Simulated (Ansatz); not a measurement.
3-bromo-1,1-difluoropropa-1,2-diene (C3HBrF2), SMILES FC(F)=C=CBr.

Coordinates come from a B3LYP-D3(BJ)/def2-SVP optimisation.

Two levels are set side by side: PBE/def2-SVPD (Ansatz, a program for electronic structure) and PBE0/def2-SVPD (Ansatz). Energy differences of separate SCF runs at the same geometry; the states with an electron removed or added have multiplicity 2 and 2. Differences are taken from unrounded values.

| quantity | PBE0 | PBE | PBE minus PBE0 |
|---|---|---|---|
| vertical ionisation energy (eV) | 10.10 | 9.81 | -0.30 |
| vertical singlet–triplet gap (eV) | 3.93 | 3.97 | 0.04 |
